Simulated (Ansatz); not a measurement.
`FC1=NCC[SiH2]1`. Charge 0, multiplicity 1. Geometry: relaxed with PBE0-D4/def2-TZVP.

```xyz
12

F     0.962   -1.786   -2.001
C     0.621   -0.936   -1.029
N     1.497   -0.539   -0.227
C     1.025    0.405    0.772
C    -0.517    0.563    0.823
Si   -1.111   -0.226   -0.769
H     1.503    1.364    0.555
H     1.418    0.085    1.741
H    -0.929    0.012    1.671
H    -0.812    1.606    0.945
H    -1.490    0.710   -1.859
H    -2.167   -1.258   -0.622
```

**Question.** What is the dipole moment at r2SCAN/def2-TZVPP? (Estimate.)

**Answer.** The calculation gave: 3.02 D, with components (-1.96, 1.68, 1.57) D in this frame, pointing from negative to positive charge.

**Question.** And with PBE, B3LYP, ωB97M-V? (An estimate is asked.)

**Answer.** Ansatz gave: PBE 2.90 D, B3LYP 3.15 D, ωB97M-V 3.19 D.

**Question.** Give the Mulliken charges with r2SCAN, PBE, ωB97M-V in def2-TZVPP. (Estimate.)

**Answer.** The calculation gave: 
```json
{"atom": "F1", "r2SCAN": "-0.18", "PBE": "-0.14", "ωB97M-V": "-0.18"}
{"atom": "C2", "r2SCAN": "0.14", "PBE": "0.09", "ωB97M-V": "0.09"}
{"atom": "N3", "r2SCAN": "-0.20", "PBE": "-0.09", "ωB97M-V": "-0.13"}
{"atom": "C4", "r2SCAN": "0.11", "PBE": "-0.03", "ωB97M-V": "-0.06"}
{"atom": "C5", "r2SCAN": "-0.22", "PBE": "-0.24", "ωB97M-V": "-0.34"}
{"atom": "Si6", "r2SCAN": "0.27", "PBE": "0.16", "ωB97M-V": "0.20"}
{"atom": "H7", "r2SCAN": "0.05", "PBE": "0.08", "ωB97M-V": "0.11"}
{"atom": "H8", "r2SCAN": "0.04", "PBE": "0.08", "ωB97M-V": "0.10"}
{"atom": "H9", "r2SCAN": "0.07", "PBE": "0.10", "ωB97M-V": "0.12"}
{"atom": "H10", "r2SCAN": "0.06", "PBE": "0.09", "ωB97M-V": "0.11"}
{"atom": "H11", "r2SCAN": "-0.07", "PBE": "-0.05", "ωB97M-V": "-0.01"}
{"atom": "H12", "r2SCAN": "-0.06", "PBE": "-0.05", "ωB97M-V": "-0.01"}
```

B3LYP here is the variant with VWN-RPA as its local correlation; programs differ in this.
